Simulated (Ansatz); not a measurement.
Computed with Ansatz on PBE0-D4/def2-TZVP structures; ΔE is electronic, products minus reactants. CCSD(T)/CBS adds triple-zeta CCSD(T) − MP2 to the extrapolated MP2 energy (def2 sets, frozen cores). Functionals use def2-TZVPP. Elements past krypton have def2 core potentials. For Sn outer-core shells are correlated without core-valence functions, which leaves a few kJ/mol of doubt a bond. One conformer a species, not always the lowest.

Consider the formal exchange of groups at a C–Si bond: `ClC[SiH2][SnH3]` + `O[SiH2][SiH3]` → `O[SiH2][SiH2]CCl` + `[SiH3][SnH3]`.

(1) Is it downhill or uphill in electronic energy at CCSD(T)/CBS, and by how much? (An estimate is asked.)

(2) What do these levels give: r2SCAN0-D4, ωB97X-V, B2PLYP, PBE-QIDH, BLYP, CCSD(T)/def2-TZVPP? (Estimate.)

Largest T1 diagnostic among the species: 0.013.

## Answers

(1) Computed: Nearly level: ΔE = +2.6 kJ/mol.

(2) The calculation gave: r2SCAN0-D4 1.0, ωB97X-V 1.1, B2PLYP 1.1, PBE-QIDH 1.4, BLYP 0.7, CCSD(T)/def2-TZVPP 1.5 kJ/mol.

Leaving LDA and LC-ωPBE aside and taking each functional with its dispersion term where it has one, the values, not all of them listed here, spread over 1.0 kJ/mol, from CAM-B3LYP-D4 to B97M-V.
